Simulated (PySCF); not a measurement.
Compound: C₅H₉NSi.
Numbering: `[N:1]#[C:2][CH2:3][CH:4]1[CH2:5][SiH2:6][CH2:7]1` (hydrogens: H8, H9 on C3; H10 on C4; H11, H12 on C5; H13, H14 on Si6; H15, H16 on C7)

The same species was optimised twice, with GFN2-xTB and with PBE0-D3(BJ)/def2-SVP (PySCF), and the same property calculations (PySCF, gas phase) were run on both structures.

```csv
coordinate,GFN2-xTB,PBE0-D3(BJ)/def2-SVP,change
C2–C3 (Å),1.439,1.457,+0.018
Si6–C7 (Å),1.914,1.899,-0.015
C5–Si6 (Å),1.911,1.896,-0.015
N1≡C2 (Å),1.144,1.157,+0.013
C4–C5 (Å),1.544,1.552,+0.008
C4–C7 (Å),1.543,1.551,+0.008
C3–C4 (Å),1.531,1.531,0.000
C4–C5–Si6 (°),91.0,86.7,-4.3
C4–C7–Si6 (°),90.9,86.6,-4.3
C5–Si6–C7 (°),76.2,78.0,+1.8
C3–C4–C5 (°),114.4,116.2,+1.8
C2–C3–C4 (°),111.1,112.6,+1.5
C3–C4–C7 (°),113.6,115.0,+1.4
C5–C4–C7 (°),99.7,100.7,+1.0
N1–C2–C3 (°),179.0,178.2,-0.8
C2–C3–C4–C5 (°),65,62,-3
```

Rotational constants: A = 6147, B = 1128, C = 1008 MHz (GFN2-xTB) against A = 6041, B = 1123, C = 998.3 MHz (PBE0-D3(BJ)/def2-SVP). Point groups within 0.08 Å: C1 and C1.

On the GFN2-xTB structure: isotropic polarisability (au) 86.1 [PBE0/def2-SVPD]; HOMO (eV) -8.33 [PBE0/def2-SVPD]; LUMO (eV) -0.01 [PBE0/def2-SVPD]; dipole (D) 4.06 [PBE0/def2-SVPD]; HOMO (eV) -8.37 [PBE0/pcSseg-1]; LUMO (eV) 0.11 [PBE0/pcSseg-1]; dipole (D) 4.07 [PBE0/pcSseg-1]; GIAO shielding of N1 (ppm) -30.4 [PBE0/pcSseg-1]; GIAO shielding of C2 (ppm) 63.6 [PBE0/pcSseg-1]; GIAO shielding of C3 (ppm) 157.9 [PBE0/pcSseg-1]; GIAO shielding of C4 (ppm) 152.9 [PBE0/pcSseg-1]; GIAO shielding of C5/C7 (mean) (ppm) 169.4 [PBE0/pcSseg-1]; GIAO shielding of Si6 (ppm) 396.8 [PBE0/pcSseg-1].

Q: What do these properties become on the PBE0-D3(BJ)/def2-SVP structure?

A: 
| property | level | on GFN2-xTB | on PBE0-D3(BJ)/def2-SVP | change |
| --- | --- | --- | --- | --- |
| isotropic polarisability (au) | PBE0/def2-SVPD | 86.1 | 87.9 | +1.8 |
| HOMO (eV) | PBE0/def2-SVPD | -8.33 | -8.38 | -0.05 |
| LUMO (eV) | PBE0/def2-SVPD | -0.01 | 0.11 | +0.12 |
| dipole (D) | PBE0/def2-SVPD | 4.06 | 4.00 | -0.06 |
| energy, GFN2-xTB geometry as zero (kcal/mol) | PBE0/def2-SVPD | 0.0 | -3.1 | -3.1 |
| HOMO (eV) | PBE0/pcSseg-1 | -8.37 | -8.40 | -0.03 |
| LUMO (eV) | PBE0/pcSseg-1 | 0.11 | 0.24 | +0.13 |
| dipole (D) | PBE0/pcSseg-1 | 4.07 | 4.00 | -0.07 |
| energy, GFN2-xTB geometry as zero (kcal/mol) | PBE0/pcSseg-1 | 0.0 | -2.7 | -2.7 |
| GIAO shielding of N1 (ppm) | PBE0/pcSseg-1 | -30.4 | -39.0 | -8.6 |
| GIAO shielding of C2 (ppm) | PBE0/pcSseg-1 | 63.6 | 61.3 | -2.3 |
| GIAO shielding of C3 (ppm) | PBE0/pcSseg-1 | 157.9 | 154.7 | -3.2 |
| GIAO shielding of C4 (ppm) | PBE0/pcSseg-1 | 152.9 | 149.1 | -3.8 |
| GIAO shielding of C5/C7 (mean) (ppm) | PBE0/pcSseg-1 | 169.4 | 167.0 | -2.4 |
| GIAO shielding of Si6 (ppm) | PBE0/pcSseg-1 | 396.8 | 390.8 | -6.0 |

The heavy atoms differ by 0.119 Å rms after alignment. Among bonds between heavy atoms C2–C3 changes most (+0.018 Å). Changes are differences of the printed values. Neither structure is proved a minimum here.

The values belong to the conformer `[N:1]#[C:2][CH2:3][CH:4]1[CH2:5][SiH2:6][CH2:7]1`: C2–C3–C4–C5 62°.
